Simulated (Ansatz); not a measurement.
Ansatz (a program for electronic structure) input (HF/6-31G* with LANL2DZ past Ar): The .json file joins the Basis Set Exchange's 6-31G* for atoms up to Ar and LANL2DZ past it.

Ansatz 0.2 input:
```yaml
crystal:
  periodic: [false, false, false]
  atoms:
    - {symbol: Sn, position_ang: [-0.29848600, 0.39766800, -0.25872600]}
    - {symbol: O, position_ang: [-1.41522100, -1.25126000, -0.29809400]}
    - {symbol: Cl, position_ang: [1.54388700, -0.58078200, 0.90123900]}
basis:
  gaussian:
    orbitals: 6-31Gs+LANL2DZ.json
hamiltonian:
  xc: {name: HF}
magnetization: {spin_polarized: true, initial_magnetization: 1}
relax: {f_tol: 0.003, max_steps: 120}
```

Output:

```
Functional definition: HF
integrals: 0.00 GiB planned
456 factors; integrals over basis functions are off by at most 1.6e-4 eV
mean field: 0.10 GiB planned
mean field evaluation 1: about -14618.6599 eV, gradient 3.7e1 eV
mean field evaluation 2: about -14618.7061 eV, gradient 3.7e1 eV
mean field evaluation 4: about -14626.5616 eV, gradient 5.5e0 eV
mean field evaluation 8: about -14628.5495 eV, gradient 2.2e0 eV
mean field evaluation 16: about -14629.1643 eV, gradient 1.1e-2 eV
mean field evaluation 32: about -14629.0207 eV, gradient 6.3e-1 eV
mean field evaluation 64: about -14629.1363 eV, gradient 4.7e-1 eV
mean field evaluation 96: about -14619.7138 eV, gradient 9.2e0 eV
mean field evaluation 128: about -14628.5121 eV, gradient 2.7e0 eV
mean field evaluation 160: about -14626.7848 eV, gradient 4.2e0 eV
mean field evaluation 192: about -14628.8746 eV, gradient 7.0e-1 eV
mean field evaluation 224: about -14629.1129 eV, gradient 1.0e0 eV
mean field evaluation 256: about -14628.8198 eV, gradient 7.7e-1 eV
mean field evaluation 288: about -14623.0074 eV, gradient 1.9e1 eV
mean field evaluation 320: about -14625.8119 eV, gradient 1.1e1 eV
mean field evaluation 352: about -14617.3266 eV, gradient 2.6e1 eV
mean field evaluation 384: about -14628.6905 eV, gradient 2.2e0 eV
mean field evaluation 416: about -14627.1343 eV, gradient 1.9e-1 eV
mean field -14629.16457834 eV, -537.6118822501 hartree, gradient 9.0e-6 eV, S^2 0.761867; 5 other end points of the search recorded, 0 dependent functions left out
the calculation of the forces begins
reference -14629.16457834 eV, -537.6118822501 hartree; 15, 14 occupied and 27, 28 virtual orbitals, 456 factors
relax step   1: F+E_penalty+E_count = -14629.16457834 eV  Δ(F+E_penalty+E_count) = +0.000e0 eV  max|allowed force component| = 6.981e-1 eV/Å  Δτ_max = 0.0000 Å  (569 SCF iters, accepted)
these checks for a lower state are left out or cut short: starts, cluster_reference, orbital_swaps, neighbouring_geometries, increment
integrals: 0.00 GiB planned
456 factors; integrals over basis functions are off by at most 1.7e-4 eV
mean field: 0.10 GiB planned
mean field evaluation 448: about -14629.1919 eV, gradient 1.6e-5 eV
mean field -14629.19188619 eV, -537.6128857951 hartree, gradient 8.6e-6 eV, S^2 0.761235; 1 other end points of the search recorded, 0 dependent functions left out
the calculation of the forces begins
reference -14629.19188619 eV, -537.6128857951 hartree; 15, 14 occupied and 27, 28 virtual orbitals, 456 factors
relax step   2: F+E_penalty+E_count = -14629.19188619 eV  Δ(F+E_penalty+E_count) = -2.731e-2 eV  max|allowed force component| = 2.660e-1 eV/Å  Δτ_max = 0.0798 Å  (114 SCF iters, accepted)
these checks for a lower state are left out or cut short: starts, cluster_reference, orbital_swaps, neighbouring_geometries, increment
integrals: 0.00 GiB planned
456 factors; integrals over basis functions are off by at most 1.7e-4 eV
mean field: 0.10 GiB planned
mean field -14629.19508161 eV, -537.6130032247 hartree, gradient 7.6e-6 eV, S^2 0.761247; 1 other end points of the search recorded, 0 dependent functions left out
the calculation of the forces begins
reference -14629.19508161 eV, -537.6130032247 hartree; 15, 14 occupied and 27, 28 virtual orbitals, 456 factors
relax step   3: F+E_penalty+E_count = -14629.19508161 eV  Δ(F+E_penalty+E_count) = -3.195e-3 eV  max|allowed force component| = 6.633e-3 eV/Å  Δτ_max = 0.0178 Å  (117 SCF iters, accepted)
these checks for a lower state are left out or cut short: starts, cluster_reference, orbital_swaps, neighbouring_geometries, increment
integrals: 0.00 GiB planned
456 factors; integrals over basis functions are off by at most 1.7e-4 eV
mean field: 0.10 GiB planned
mean field evaluation 480: about -14629.1951 eV, gradient 3.5e-2 eV
mean field -14629.19508468 eV, -537.6130033375 hartree, gradient 1.1e-5 eV, S^2 0.761248; 1 other end points of the search recorded, 0 dependent functions left out
the calculation of the forces begins
reference -14629.19508468 eV, -537.6130033375 hartree; 15, 14 occupied and 27, 28 virtual orbitals, 456 factors
relax step   4: F+E_penalty+E_count = -14629.19508468 eV  Δ(F+E_penalty+E_count) = -3.069e-6 eV  max|allowed force component| = 8.728e-5 eV/Å  Δτ_max = 0.0007 Å  (83 SCF iters, accepted)
integrals: 0.00 GiB planned
456 factors; integrals over basis functions are off by at most 1.7e-4 eV
mean field: 0.10 GiB planned
mean field evaluation 512: about -14619.2869 eV, gradient 2.0e1 eV
mean field evaluation 544: about -14629.1758 eV, gradient 3.6e-1 eV
mean field evaluation 576: about -14628.4963 eV, gradient 1.4e0 eV
mean field evaluation 608: about -14629.1882 eV, gradient 2.1e-1 eV
mean field evaluation 640: about -14626.5054 eV, gradient 6.7e-1 eV
mean field evaluation 672: about -14628.5542 eV, gradient 2.8e0 eV
mean field evaluation 704: about -14626.0884 eV, gradient 4.6e0 eV
mean field evaluation 736: about -14629.1824 eV, gradient 3.0e-1 eV
mean field evaluation 768: about -14624.5310 eV, gradient 6.6e0 eV
mean field evaluation 800: about -14622.5627 eV, gradient 1.3e1 eV
mean field evaluation 832: about -14627.7917 eV, gradient 4.2e0 eV
mean field evaluation 864: about -14629.1951 eV, gradient 1.2e-5 eV
mean field -14629.19508468 eV, -537.6130033375 hartree, gradient 1.1e-5 eV, S^2 0.761248; 8 other end points of the search recorded, 0 dependent functions left out
the calculation of the forces begins
reference -14629.19508468 eV, -537.6130033375 hartree; 15, 14 occupied and 27, 28 virtual orbitals, 456 factors
Total energy: -14629.19508468 eV, -537.6130033375 hartree
Atom 0 at    -0.321280     0.404965    -0.271653 Å, force    -0.000028     0.000014    -0.000017 eV/Å
Atom 1 at    -1.356450    -1.234290    -0.275356 Å, force    -0.000059    -0.000014    -0.000024 eV/Å
Atom 2 at     1.507910    -0.605048     0.891428 Å, force     0.000087    -0.000001     0.000041 eV/Å
Dipole moment:    -0.319561     0.750580    -0.373159 e Å
```

The geometry given is a B3LYP-D3(BJ)/def2-TZVP minimum.
